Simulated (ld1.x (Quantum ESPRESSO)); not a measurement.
**u(r) = r·R(r): atom against pseudo-atom (helium (He))**

Columns: radius, all-electron u(r) and pseudo u(r) of the 1s shell (level -26.35 eV) of helium in the configuration 1s1.5; PBEsol, non-relativistic, ultrasoft scheme, ld1.x (Quantum ESPRESSO) 7.5.

```csv
r (bohr),all-electron,pseudo
0.023,0.1124,0.0907
0.045,0.2105,0.1762
0.068,0.3038,0.2634
0.090,0.3848,0.3435
0.113,0.4615,0.4230
0.135,0.5277,0.4941
0.158,0.5901,0.5628
0.180,0.6437,0.6228
0.202,0.6918,0.6768
0.225,0.7365,0.7270
0.248,0.7761,0.7709
0.270,0.8096,0.8072
0.293,0.8402,0.8398
0.315,0.8657,0.8663
0.338,0.8886,0.8896
0.360,0.9074,0.9082
0.383,0.9238,0.9243
0.405,0.9369,0.9371
0.428,0.9478,0.9478
0.450,0.9560,0.9560
0.473,0.9622,0.9622
0.495,0.9663,0.9663
0.518,0.9687,0.9687
0.540,0.9693,0.9693
0.563,0.9683,0.9683
0.585,0.9661,0.9661
```

Task: How many radial nodes do the two functions have?

Result: The all-electron 1s function has n − l − 1 = 0; the pseudo-wave has 0.

Task: At about which radius was the pseudo-wave matched?

Result: 0.45 bohr. The columns agree to 0.0005 from 0.41 bohr on; several derivatives are matched, so the curves merge somewhat inside the radius.

Task: Is the pseudo-wave norm-conserving?

Result: No, it belongs to an ultrasoft set: the norm inside the radius is not constrained, and the difference is carried by the augmentation charge.
